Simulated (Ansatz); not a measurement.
AlBFH5Si (`F[B]([AlH2])[SiH3]`), relaxed with RKS PBE-D4/def2-SVP in Ansatz from a rough embedded geometry. The force threshold is 0.03 eV/Å; the program also tests the step.

Charge 0, multiplicity 1.

Start:

```xyz
9

F     0.965   -0.314   -2.036
B     0.357   -0.199   -0.677
Al   -0.027   -1.876    0.477
Si   -0.141    1.513   -0.049
H     0.341   -3.334   -0.114
H    -0.749   -1.738    1.892
H     0.592    1.776    1.250
H     0.261    2.546   -0.998
H    -1.599    1.628    0.256
```

```json
{"step": "1", "energy (eV)": "-17929.1073", "largest force (eV/Å)": "3.110", "largest move (Å)": "0.000"}
{"step": "2", "energy (eV)": "-17929.5930", "largest force (eV/Å)": "2.121", "largest move (Å)": "0.195"}
{"step": "3", "energy (eV)": "-17929.7089", "largest force (eV/Å)": "0.662", "largest move (Å)": "0.135"}
{"step": "4", "energy (eV)": "-17929.7123", "largest force (eV/Å)": "0.378", "largest move (Å)": "0.101"}
{"step": "5", "energy (eV)": "-17929.7390", "largest force (eV/Å)": "0.368", "largest move (Å)": "0.133"}
{"step": "6", "energy (eV)": "-17929.7496", "largest force (eV/Å)": "0.209", "largest move (Å)": "0.077"}
{"step": "7", "energy (eV)": "-17929.7573", "largest force (eV/Å)": "0.093", "largest move (Å)": "0.165"}
{"step": "8", "energy (eV)": "-17929.7663", "largest force (eV/Å)": "0.028", "largest move (Å)": "0.200"}
{"step": "9", "energy (eV)": "-17929.7711", "largest force (eV/Å)": "0.217", "largest move (Å)": "0.195"}
{"step": "10", "energy (eV)": "-17929.7763", "largest force (eV/Å)": "0.159", "largest move (Å)": "0.047"}
{"step": "11", "energy (eV)": "-17929.7872", "largest force (eV/Å)": "0.156", "largest move (Å)": "0.189"}
{"step": "12", "energy (eV)": "-17929.7931", "largest force (eV/Å)": "0.221", "largest move (Å)": "0.195"}
{"step": "13", "energy (eV)": "-17929.7959", "largest force (eV/Å)": "0.267", "largest move (Å)": "0.158"}
{"step": "14 (rejected)", "energy (eV)": "-17929.7937", "largest force (eV/Å)": "0.175", "largest move (Å)": "0.200"}
{"step": "15", "energy (eV)": "-17929.8082", "largest force (eV/Å)": "0.065", "largest move (Å)": "0.097"}
{"step": "16", "energy (eV)": "-17929.8118", "largest force (eV/Å)": "0.043", "largest move (Å)": "0.100"}
{"step": "17", "energy (eV)": "-17929.8133", "largest force (eV/Å)": "0.105", "largest move (Å)": "0.146"}
{"step": "18", "energy (eV)": "-17929.8137", "largest force (eV/Å)": "0.077", "largest move (Å)": "0.047"}
{"step": "19", "energy (eV)": "-17929.8141", "largest force (eV/Å)": "0.019", "largest move (Å)": "0.026"}
```

End:

```xyz
9

F     1.696   -0.224   -1.403
B     0.667   -0.209   -0.541
Al   -0.008   -2.014    0.458
Si   -0.243    1.603   -0.175
H    -1.087   -2.990   -0.231
H     0.448   -2.353    1.964
H     0.290    2.133    1.138
H    -0.037    2.660   -1.231
H    -1.726    1.395    0.020
```

Hardware: 2 threads of an Arm Neoverse V1 on a shared host. Wall time 31 s, peak host memory 0.15 GiB.
